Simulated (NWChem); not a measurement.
System: CH5ClGeO; SMILES [GeH2]([Cl])[O]C

Output (shortened):

```
             Northwest Computational Chemistry Package (NWChem) 7.3.0
             --------------------------------------------------------

                             Geometry "geometry" -> ""
                             -------------------------

 Output coordinates in angstroms (scale by  1.889725989 to convert to a.u.)

  No.       Tag          Charge          X              Y              Z
 ---- ---------------- ---------- -------------- -------------- --------------
    1 Ge                  32.0000     0.68480500    -0.03005500    -0.00584100
    2 Cl                  17.0000    -0.75474100    -1.68313400    -0.01188800
    3 O                    8.0000    -0.10386400     1.45746800    -0.58612700
    4 C                    6.0000    -1.16018900     2.02822700     0.18230000
    5 H                    1.0000     1.78084100    -0.34589600    -1.03310700
    6 H                    1.0000     1.13813900     0.12902900     1.46314500
    7 H                    1.0000    -2.05459000     1.39264000     0.17063700
    8 H                    1.0000    -0.86241200     2.20413500     1.22623100
    9 H                    1.0000    -1.40838900     2.99132500    -0.27384800

 Effective nuclear repulsion energy (a.u.)     370.5140399998

  xc_inp: hfexch multiplicative factor not found.
                              NWChem Property Module
                              ----------------------

  itol2e modified to match energy
  convergence criterion.

                                 NWChem DFT Module
                                 -----------------

 Summary of "ao basis" -> "ao basis" (spherical)
 ------------------------------------------------------------------------------
       Tag                 Description            Shells   Functions and Types
 ---------------- ------------------------------  ------  ---------------------
 Ge                         def2-svp                12       32   5s4p3d
 Cl                         def2-svp                 8       18   4s3p1d
 O                          def2-svp                 6       14   3s2p1d
 C                          def2-svp                 6       14   3s2p1d
 H                          def2-svp                 3        5   2s1p

  itol2e modified to match energy
  convergence criterion.

            General Information
            -------------------
          SCF calculation type: DFT
          Wavefunction type:  closed shell.
          No. of atoms     :     9
          No. of electrons :    68
           Alpha electrons :    34
            Beta electrons :    34
          Charge           :     0
          Spin multiplicity:     1
          Use of symmetry is: off; symmetry adaption is: off
          Maximum number of iterations: 150
          AO basis - number of functions:   103
                     number of shells:    47
          Convergence on energy requested:  1.00D-07
          Convergence on density requested:  1.00D-05
          Convergence on gradient requested:  5.00D-04

              XC Information
              --------------
                     Hartree-Fock (Exact) Exchange  1.000

      Superposition of Atomic Density Guess
      -------------------------------------

 Sum of atomic energies:       -2649.17936900

      Non-variational initial energy
      ------------------------------

 Total energy =   -2650.489420
 1-e energy   =   -4424.483542
 2-e energy   =    1403.480082
 HOMO         =      -0.372477
 LUMO         =       0.050225

[...]

          -----------------------
          Electric field gradient
          -----------------------

 1 a.u. = 0.324123 10**(16) esu/cm**3  ( or statvolts/cm**2 ) = 0.97174 10**(22) v/m**2

 ------------------------------------------------------------
   Atom      X         Y         Z
 ------------------------------------------------------------
    1 Ge   1.29409  -0.05680  -0.01104
 ------------------------------------------------------------

 Electric field gradient in molecular frame (a.u.)
         XX             YY             ZZ             XY             XZ             YZ
 ------------------------------------------------------------------------------------------
       -0.234183      -1.017043       1.251226      -0.525348      -0.395545       0.387564

 Principal components (a.u.) and orientation
 of principal axis w.r.t. absolute frame                      Asymmetry parameter eta
 --------------------------------------------------------------------------------------
        1.456550      -1.292980      -0.163571                       0.775400

       -0.283365       0.421550       0.861394
        0.206902       0.903930      -0.374303
        0.936427      -0.072160       0.343361

 ------------------------------------------------------------
   Atom      X         Y         Z
 ------------------------------------------------------------
    2 Cl  -1.42625  -3.18066  -0.02247
 ------------------------------------------------------------

 Electric field gradient in molecular frame (a.u.)
         XX             YY             ZZ             XY             XZ             YZ
 ------------------------------------------------------------------------------------------
       -0.320910      -0.853173       1.174083      -1.565055      -0.010586       0.007701

 Principal components (a.u.) and orientation
 of principal axis w.r.t. absolute frame                      Asymmetry parameter eta
 --------------------------------------------------------------------------------------
       -2.174563       1.175060       0.999503                       0.080732

        0.645121      -0.057165       0.761939
        0.764080       0.047897      -0.643341
        0.000282       0.997215       0.074578

 ------------------------------------------------------------
   Atom      X         Y         Z
 ------------------------------------------------------------
    3 O   -0.19627   2.75422  -1.10762
 ------------------------------------------------------------

 Electric field gradient in molecular frame (a.u.)
         XX             YY             ZZ             XY             XZ             YZ
 ------------------------------------------------------------------------------------------
       -0.244637      -0.200232       0.444869       1.261607       0.812225      -0.006373

 Principal components (a.u.) and orientation
 of principal axis w.r.t. absolute frame                      Asymmetry parameter eta
 --------------------------------------------------------------------------------------
       -1.656149       1.413909       0.242241                       0.707465

        0.724460       0.659417      -0.200815
       -0.629006       0.513229      -0.583907
       -0.281974       0.549331       0.786591

 ------------------------------------------------------------
   Atom      X         Y         Z
 ------------------------------------------------------------
    4 C   -2.19244   3.83279   0.34450
 ------------------------------------------------------------

 Electric field gradient in molecular frame (a.u.)
         XX             YY             ZZ             XY             XZ             YZ
 ------------------------------------------------------------------------------------------
       -0.119290       0.097779       0.021511       0.177370       0.204456      -0.135253

 Principal components (a.u.) and orientation
 of principal axis w.r.t. absolute frame                      Asymmetry parameter eta
 --------------------------------------------------------------------------------------
       -0.371142       0.204877       0.166265                       0.104037

        0.731916       0.245884       0.635484
       -0.429440       0.890546       0.150032
       -0.529037      -0.382713       0.757397

 ------------------------------------------------------------
   Atom      X         Y         Z
 ------------------------------------------------------------
    5 H    3.36530  -0.65365  -1.95229
 ------------------------------------------------------------

 Electric field gradient in molecular frame (a.u.)
         XX             YY             ZZ             XY             XZ             YZ
 ------------------------------------------------------------------------------------------
       -0.040338       0.063200      -0.022862       0.033477       0.103914      -0.031307

 Principal components (a.u.) and orientation
 of principal axis w.r.t. absolute frame                      Asymmetry parameter eta
 --------------------------------------------------------------------------------------
       -0.145926       0.073435       0.072490                       0.006476

        0.718811      -0.163079       0.675808
       -0.214088       0.872932       0.438357
       -0.661421      -0.459778       0.592560

 ------------------------------------------------------------
   Atom      X         Y         Z
 ------------------------------------------------------------
    6 H    2.15077   0.24383   2.76494
 ------------------------------------------------------------

 Electric field gradient in molecular frame (a.u.)
         XX             YY             ZZ             XY             XZ             YZ
 ------------------------------------------------------------------------------------------
        0.050955       0.068044      -0.118999      -0.005182      -0.058610      -0.020278

[...]
```

Level: Hartree-Fock/def2-SVP. Coordinates come from a B3LYP/6-31G* (spherical d) optimisation. NWChem prints the field gradient with the sign opposite to the second derivative of the potential.

Problem. Write an input that gives this output.

Solution. Several could match; the one computed here: the input that was run:
```
start job
memory heap 200 mb stack 900 mb global 1100 mb
geometry units angstroms noautosym nocenter noautoz
  Ge     0.684805    -0.030055    -0.005841
  Cl    -0.754741    -1.683134    -0.011888
  O     -0.103864     1.457468    -0.586127
  C     -1.160189     2.028227     0.182300
  H      1.780841    -0.345896    -1.033107
  H      1.138139     0.129029     1.463145
  H     -2.054590     1.392640     0.170637
  H     -0.862412     2.204135     1.226231
  H     -1.408389     2.991325    -0.273848
end
basis spherical
  * library def2-svp
end
dft
  xc hfexch
  iterations 150
end
property
  efieldgrad
end
task dft property
```
